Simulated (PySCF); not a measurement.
CH$_{2}$Cl (SMILES [CH2]Cl), doublet, geometry from GFN2-xTB. Base run: PBE0/6-31G run with PySCF.

PySCF was given this input:
```python
from pyscf import gto, scf, dft

mol = gto.M(
    atom='''
C     0.00128034   -0.21316871   -1.07804677
Cl   -0.00067229    0.11193254    0.56607046
H     0.94272613   -0.30818573   -1.57707968
H    -0.93897920   -0.31565514   -1.57783752
''',
    basis='6-31g',
    spin=1,
    verbose=4,
    symmetry=True,
)

mf = dft.UKS(mol)
mf.xc = 'pbe0'
mf.kernel()
mf.analyze()
```

Variants of this job, named by their change:

```
change                                       ΔE vs base (eV)  point group used  SCF cycles
-------------------------------------------  ---------------  ----------------  ----------
base                                                    0.00               C2v           9
irrep_nelec = A1:(6, 7) B1:(4, 2) B2:(3, 3)            22.81               C2v          10
irrep_nelec = A1:(6, 7) B1:(3, 2) B2:(4, 3)            15.48               C2v           9
irrep_nelec = A1:(7, 7) B1:(4, 2) B2:(2, 3)            19.07               C2v          10
irrep_nelec = A1:(8, 7) B1:(2, 2) B2:(3, 3)             5.58               C2v          11
symmetry_subgroup = Cs                                  0.00                Cs           9
symmetry_subgroup = C2                                  0.00                C2           9
symmetry = off                                          0.00                C1           9
```

Open shells are given as the SCF converged; they aren't shown to be the lowest states, and a large step between rows can be another state.
